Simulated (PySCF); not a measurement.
B3LYP has the VWN-RPA correlation part, as in Gaussian. Delta-SCF ions had no search for a lower state. Excitations are Tamm–Dancoff values on a coarser integration grid. The basis has no diffuse functions, so Rydberg states are missing or too high.

**C$_{4}$H$_{5}$NS, SMILES `Nc1cccs1` (charge 0, multiplicity 1)**

Method: B3LYP-D3(BJ)/def2-TZVP run with PySCF.

| Item | Result |
|---|---|
| HOMO | -5.50 eV |
| dipole moment | 0.354 e·Å |
| HOMO–LUMO gap | 5.34 eV |
| LUMO | -0.16 eV |
| S1 excitation (TDA) | 4.65 eV |
| S1 oscillator strength | 0.009 |
| brightest of the four lowest singlets (TDA) | 5.25 eV |
| T1 excitation (TDA) | 3.40 eV |
| S1–T1 gap (TDA) | 1.25 eV |
| vertical ionisation energy (Delta-SCF) | 7.64 eV |
| total energy | -608.4919 Ha |
| cost | around 5 core-minutes (rough) |

```xyz
11

N      2.1300     0.0935     0.2489
C      0.7464     0.1484     0.1045
C     -0.1342    -0.8839    -0.0732
C     -1.4916    -0.4514    -0.0870
C     -1.6325     0.8911     0.0733
S     -0.0925     1.6610     0.2674
H      2.5276    -0.7825    -0.0565
H      2.6311     0.8756    -0.1456
H      0.1771    -1.9122    -0.1924
H     -2.3288    -1.1210    -0.2233
H     -2.5327     1.4814     0.0838
```
Charge 0, spin multiplicity 1.
